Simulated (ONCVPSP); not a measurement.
# What the settings do to the ONCV potential of Be (Z = 4)

Base potential:

Be, optimised norm-conserving Vanderbilt (ONCV), made with ONCVPSP 4.0.1 (PBE, scalar-relativistic). Core none, reference 1s2 2s2. Waves: 1s+2s: rc 0.75 bohr, ncon 4, nbas 8, qcut 15.9 1/bohr, 2 projectors; p scattering state at 0.06 Ha: rc 0.60 bohr, ncon 4, nbas 8, qcut 12.2 1/bohr, 2 projectors, debl 3.4 Ha. Local part: polynomial inside 0.50 bohr (lpopt 5, dvloc0 -1 Ha). Core correction: none.

Cutoffs, loose and tight: the cutoffs (Ha) at which the residual kinetic energy of the hardest occupied pseudo-wave falls to 1 and 0.1 mHa per electron. They do not see the model core or the augmentation charge, which bear on the density cutoff. Test errors are all-electron minus pseudo excitation energies from the reference, over the configurations 1s2 2s1; 1s2 2s0; 1s2 2s1.5; 1s2 2s0 2p2. A dash means not determined; rows that change the core or the reference have their own tests.

| change | outcome | cutoff, loose | cutoff, tight | bound ghosts | GHOST(+) flags above zero | largest test error (meV) |
| --- | --- | --- | --- | --- | --- | --- |
| base | generated | 94 Ha | 110 Ha | none | none | +3.4 |
| p: qcut 13.4 | generated | 94 Ha | 110 Ha | none | none | +3.4 |
| s: rc 0.76 | generated | 93 Ha | 108 Ha | none | none | +3.4 |
| functional LDA (Perdew-Wang 92) | generated | 94 Ha | 110 Ha | none | none | +3.7 |
| p: rc 0.5 | generated | 94 Ha | 110 Ha | none | p | +3.4 |
| core [He], valence charge 2; reference 2s2; waves now 2s: rc 2.05 bohr, ncon 5, nbas 8, qcut 3.2 1/bohr, 2 projectors, debl 2.3 Ha; p scattering state at 0.27 Ha: rc 2.10 bohr, ncon 4, nbas 8, qcut 4.6 1/bohr, 1 projector; local potential polynomial inside 1.90 bohr (lpopt 5, dvloc0 1 Ha) | generated, projector energies reset by the program | 5.7 Ha | 28 Ha | none | none | +8.4 over the solved tests; 1 of 4 tests not solved or not reliable |
| reference 1s2 2s1.75 2p0.25; wave p scattering state at 0.06 Ha: rc 0.60 bohr, ncon 4, nbas 8, qcut 12.2 1/bohr, 2 projectors, debl 3.4 Ha becomes 2p: rc 0.60 bohr, ncon 4, nbas 8, qcut 12.2 1/bohr, 2 projectors, debl 3.4 Ha | generated | 94 Ha | 110 Ha | none | none | +844 |
| p: nbas 9 | generated | 94 Ha | 110 Ha | none | none | +3.4 |

(1) What comes out with this change to the base: all radii scaled by about 1.04 (s 0.78, p 0.62 bohr); local potential polynomial inside 0.52 bohr (lpopt 5, dvloc0 -1 Ha)?

Results:

(1) outcome: generated; cutoff, loose: 92 Ha; cutoff, tight: 106 Ha; bound ghosts: none; GHOST(+) flags above zero: none; largest test error (meV): +3.5.
